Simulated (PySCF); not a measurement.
Work out the structure from these simulated measurements.

Formula: C2HF3O2.

| Quantity | Value |
| --- | --- |
| Polarisability | 35.0 au [wB97X-D/def2-SVPD] |
| UV, strongest line | among the 10 lowest singlet transitions: S3 at 8.86 eV (140 nm, f = 0.169) [TDDFT wB97X-D/def2-SVPD] |
| XPS | C1s 296.4, C1s 299.2, O1s 539.3, O1s 541.4, F1s 694.8 (×3) eV [ΔSCF SCAN, pcX-2 on the ionised atom, pcseg-1 elsewhere, spin-free X2C] |
| 13C NMR | chemical shifts (computed TMS as zero) by class: 162.3 (1 C), 119.6 (1 C) ppm [GIAO PBE0/pcSseg-1] |
| 1H NMR | chemical shifts (computed TMS as zero) by class: 6.16 (1 H) ppm [GIAO PBE0/pcSseg-1] |
| UV, first state | lowest singlet excitation: 5.71 eV (217 nm, f = 0.000) [TDDFT wB97X-D/def2-SVPD] |
| Dipole | 2.26 D [wB97X-D/def2-SVPD] |
| Rotational structure | rotational constants A, B, C: 3.894, 2.518, 2.088 GHz [PBE0-D3(BJ)/def2-SVP] |
| Triplet | lowest triplet excitation (Tamm–Dancoff): 5.19 eV [TDA wB97X-D/def2-SVPD] |
| Couplings | largest of the computed one-bond spin–spin couplings (means over like bonds): 19F–13C -355.4 (×3), 13C–13C +110.7, 17O–1H -78.7, 17O–13C +33.3, 17O–13C +28.6 Hz [B3LYP/pcJ-1] |

Electronic properties: PySCF, gas phase, density fitting. Levels stand in brackets. One conformer (not necessarily the lowest) at the PBE0-D3(BJ)/def2-SVP geometry, without solvent, vibrations or thermal averaging. NMR values are class means; diastereotopic atoms form classes of their own.

Task: What is the compound? Reason from the data.

Result: Numbering: `[O:1]=[C:2]([OH:3])[C:4]([F:5])([F:6])[F:7]`. Its formula, C2HF3O2, gives 1 degree of unsaturation: 0 rings and 1 π bond in the structure found. 2 carbons fall into 2 classes; from least to most shielded: carboxylic acid carbon [C2] (162.3 ppm), CF3 carbon [C4] (119.6 ppm). The one hydrogen (6.16 ppm): acid proton. The couplings run between: -355.4 Hz, fluorine of a CF3 group [F5] and CF3 carbon [C4] (with 2 like pairs); +110.7 Hz, carboxylic acid carbon [C2] and CF3 carbon [C4]; -78.7 Hz, acid hydroxyl oxygen [O3] and its hydrogen; +33.3 Hz, acid hydroxyl oxygen [O3] and carboxylic acid carbon [C2]; +28.6 Hz, acid carbonyl oxygen [O1] and carboxylic acid carbon [C2]. The core levels belong to: C1s 296.4 eV, carboxylic acid carbon [C2]; C1s 299.2 eV, CF3 carbon [C4]; O1s 539.3 eV, acid carbonyl oxygen [O1]; O1s 541.4 eV, acid hydroxyl oxygen [O3]; F1s 694.8 eV, fluorine of a CF3 group [F5/F6/F7]. One atom of each topological class was ionised and stands for its class. By its constants the optimised geometry is an asymmetric top. Structure: trifluoroacetic acid (`O=C(O)C(F)(F)F`). Computed isomers that give other values at the same levels: `O=COC(F)(F)F` (rotational constant A: 5.082 GHz; this holds for the one conformer computed). The assignments are read from this structure; whether some other isomer fits the data as well wasn't checked.

The values belong to the conformer `[O:1]=[C:2]([OH:3])[C:4]([F:5])([F:6])[F:7]`: O1–C2–C4–F5 -6°, H–O3–C2–O1 0°.
